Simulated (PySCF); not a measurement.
Members of one family of related compounds. Theory: PySCF 2.14.0, density-fitted response routines, TDDFT PBE0/def2-SVPD, vertical, gas phase, core orbitals frozen in the response. Geometries: PBE0-D3(BJ)/def2-SVP; one conformer of each isolated species. Triplets are in the Tamm–Dancoff approximation.

Question: Rank by computed lowest triplet energy, lowest first.
A. `[BH3-][N+]#CCOC(F)(F)F`
B. `[BH3-][N+]#CCC(=O)C(F)(F)F`
C. `[BH3-][N+]#CCC=C`
D. `C(F)(F)(CCC#[N+][BH3-])F`

Answer: B (3.68 eV), C (4.33 eV), A (4.55 eV), D (4.94 eV).

| SMILES | T1 (eV) | gap (eV) | S1 (eV) | first f ≥ 0.01 (nm) | f (S1) | S1 mainly |
| --- | --- | --- | --- | --- | --- | --- |
| [BH3-][N+]#CCC(=O)C(F)(F)F | 3.68 | 5.08 | 4.20 | 223 | 0.000 | H-1/H→L (≥69%) |
| [BH3-][N+]#CCC=C | 4.33 | 6.47 | 5.39 | 222 | 0.003 | H→L (49%) |
| [BH3-][N+]#CCOC(F)(F)F | 4.55 | 6.43 | 5.03 | 230 | 0.002 | H→L (96%) |
| [BH3-][N+]#CCCC(F)(F)F | 4.94 | 6.99 | 5.53 | 217 | 0.001 | H→L (75%) |

H and L stand for HOMO and LUMO. A slash joins orbitals within 0.01 eV of each other, whose weights are summed (≥ marks a lower bound).

- `[BH3-][N+]#CCC(=O)C(F)(F)F`: Löwdin shares by element: HOMO (one of a set within 0.03 eV) boron 38%, hydrogen 37% or more, nitrogen 10% (atoms not listed hold the other 15%); LUMO carbon 50% or more, oxygen 36%.
- `[BH3-][N+]#CCC=C`: Löwdin shares by element: HOMO (one of a set within 0.03 eV) hydrogen 40% or more, boron 37%, nitrogen 10%; LUMO carbon 62% or more, nitrogen 12% (atoms not listed hold the other 27%).
- `[BH3-][N+]#CCOC(F)(F)F`: Löwdin shares by element: HOMO hydrogen 38% or more, boron 38%, nitrogen 10%; LUMO carbon 43% or more, nitrogen 30%, oxygen 8% (atoms not listed hold the other 18%).
- `[BH3-][N+]#CCCC(F)(F)F`: Löwdin shares by element: HOMO (one of a set within 0.03 eV) hydrogen 40% or more, boron 38%, nitrogen 10%; LUMO carbon 48% or more, nitrogen 32% (atoms not listed hold the other 20%).
